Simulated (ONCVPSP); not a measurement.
## thallium (Tl): one change to an ONCV potential, before and after

```
Element                 : Tl (Z = 81)
Generator               : ONCVPSP 4.0.1
Type                    : optimised norm-conserving Vanderbilt (ONCV)
Functional              : PBE
Relativity              : scalar-relativistic
Frozen core             : [Xe] 4f14 5d10
Valence charge          : 3
Reference configuration : 6s1.5 6p1.5
Partial waves           : 6s: rc 1.80 bohr, ncon 3, nbas 6, qcut 2.9 1/bohr, 2 projectors, debl 3.6 Ha; 6p: rc 2.40 bohr, ncon 4, nbas 9, qcut 4 1/bohr, 2 projectors, debl 0.4 Ha; d scattering state at 0.12 Ha: rc 2.65 bohr, ncon 3, nbas 6, qcut 3.7 1/bohr, 2 projectors, debl 2.7 Ha
Local potential         : polynomial inside 1.75 bohr (lpopt 5, dvloc0 2 Ha)
Core correction         : polynomial model core, fcfact 0.65
```

Change: core correction Teter function fitted to the true core (icmod 2), fcfact 0.3.

Cutoffs: the cutoffs (Ha) at which the residual kinetic energy of the hardest occupied pseudo-wave falls to 1 and 0.1 mHa per electron; they do not see the model core or the augmentation charge, which bear on the density cutoff. Errors are all-electron minus pseudo energies relative to the spin-unpolarised reference configuration.

**Question.** What does the change do?

**Answer.** The potential gets neither clearly harder nor softer (10 Ha and 22 Ha → 10 Ha and 22 Ha); of the 4 tests that both files solve, the error grows in 0 and shrinks in 4 by more than 15 % and 0.3 meV (median size 59.1 → 30.2 meV); neither file shows a bound ghost. A model core, the more so a compact one, raises the density cutoff, which this test does not measure.

| quantity | base | changed |
| --- | --- | --- |
| cutoff, loose | 10 Ha | 10 Ha |
| cutoff, tight | 22 Ha | 22 Ha |
| bound ghosts | none | none |
| GHOST(+) flags under 300 eV | p at 59.0 eV, s at 73.4 eV | p at 59.0 eV, s at 73.4 eV |
| error for 6s2 6p1, meV [ΔE -3.65 eV] | -11 | -6.5 |
| error for 6s2 6p0, meV [ΔE 1.52 eV] | -11 | +1.9 |
| error for 6s1 6p0, meV [ΔE 22.30 eV] | -259 | -195 |
| error for 6s0 6p3, meV [ΔE 11.56 eV] | -107 | -54 |
| s: phases at 1.83 bohr within 0.05 rad from the reference energy up to (Ha; the scan ends near 5) | 2.7 | 2.7 |
| p: phases at 2.44 bohr within 0.05 rad from the reference energy up to (Ha; the scan ends near 5) | 1.7 | 1.7 |
| d: phases at 2.70 bohr within 0.05 rad from the reference energy up to (Ha; the scan ends near 5) | 0.2 | 0.2 |
| rms error of d²Exc/dni dnj with the model core, mHa | 0.46 | 3.04 |

Base: The cutoffs count occupied waves only; projector 2 of the d channel, the hardest unoccupied one, needs 38 Ha at the loose tolerance. Changed file: The cutoffs count occupied waves only; projector 2 of the d channel, the hardest unoccupied one, needs 38 Ha at the loose tolerance.
